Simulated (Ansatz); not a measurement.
Process, species as SMILES: C=CB(O)O [ethenylboronic acid] + 5 [H][H] (H2) -> B (BH3) + 2 C (CH4) + 2 O (H2O)
Geometries: B3LYP-D3(BJ)/def2-TZVP minima from Ansatz (a first-principles code), one conformer each, not searched for the lowest.

Property: energy of full hydrogenation (electronic energy difference), in kcal/mol. Valence correlation only, unless marked. No spin-orbit coupling. Non-relativistic. CBS(X,Y): correlation extrapolated as X^-3; Hartree-Fock from the larger set.

| level | program | energy of full hydrogenation (kcal/mol) |
|---|---|---|
| HF/STO-3G | Ansatz | -16.9 |
| HF/cc-pVDZ | Ansatz | -13.0 |

Task: Predict the CCSD(T)/CBS(cc-pVTZ,cc-pVQZ) result (Ansatz).

Result: 0.0 kcal/mol
